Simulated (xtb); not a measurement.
xtb input (GFN2-xTB):

```bash
xtb mol.xyz --gfn 2 --ohess tight --chrg -1 --uhf 0
```
mol.xyz:
```
11

C     -2.06374773     0.05467384     0.32627772
Si    -0.61762926    -1.06941315     0.02007224
B      0.85267606     0.36510371    -0.11317609
O      2.14884811     0.35628054    -0.56086909
O      0.37220644     1.59670319     0.32395569
H     -2.43885471     0.58258169    -0.55238040
H     -2.88326659    -0.37662321     0.91023031
H     -0.40728149    -2.10296443    -1.06365508
H     -0.31111471    -1.84843628     1.25982312
H      2.32881901    -0.56637294    -0.89218330
H     -0.52909742     1.34411882     0.60705052
```

End of the output:

```
optimized geometry written to: xtbopt.xyz

           -------------------------------------------------
          | TOTAL ENERGY              -16.476674502065 Eh   |
          | TOTAL ENTHALPY            -16.399284875455 Eh   |
          | TOTAL FREE ENERGY         -16.438403286785 Eh   |
          | GRADIENT NORM               0.000122790827 Eh/α |
          | HOMO-LUMO GAP               2.416484654052 eV   |
           -------------------------------------------------

------------------------------------------------------------------------
------------------------------------------------------------------------
 total:
 SCF:
 ANC optimizer:
 analytical hessian:
```

It need not be the lowest isomer of its formula. Whether it binds its extra electron was not tested at this geometry.
